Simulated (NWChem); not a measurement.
# pentafluorosilicate (SiF₅ anion); SMILES F[Si-](F)(F)(F)F

```xyz
6

F      1.6440     0.0000    -0.3934
Si     0.0000     0.0000    -0.0284
F      0.0000    -1.6440    -0.3934
F      0.0000     1.6440    -0.3934
F      0.0000     0.0000     1.6179
F     -1.6440     0.0000    -0.3934
```
Atoms are numbered in this order, from 1.

Results from NWChem. Sets without diffuse functions describe the anion's extra electron poorly. Coordinates come from a B3LYP/def2-SVPD optimisation. Not confirmed as a minimum by frequencies. B3LYP is NWChem's, with the RPA form of VWN correlation.

### Question
Taking B3LYP/aug-cc-pVTZ as the yardstick, which of these has the fewest basis functions while keeping “highest occupied level (eV)” within 0.1 eV of it: B3LYP/cc-pVTZ; B3LYP/cc-pVDZ; B3LYP/aug-cc-pVDZ?

### Answer
B3LYP/aug-cc-pVDZ (a larger set in the list lies outside the tolerance).
| level | basis functions | highest occupied level (eV) | relative time (rough) |
|---|---|---|---|
| B3LYP/cc-pVDZ | 88 | -3.68 | 1 |
| B3LYP/aug-cc-pVDZ | 142 | -4.62 | 2 |
| B3LYP/cc-pVTZ | 184 | -4.19 | 2 |
| B3LYP/aug-cc-pVTZ | 280 | -4.64 | 6 |

The yardstick is one finite set, not the basis-set limit.
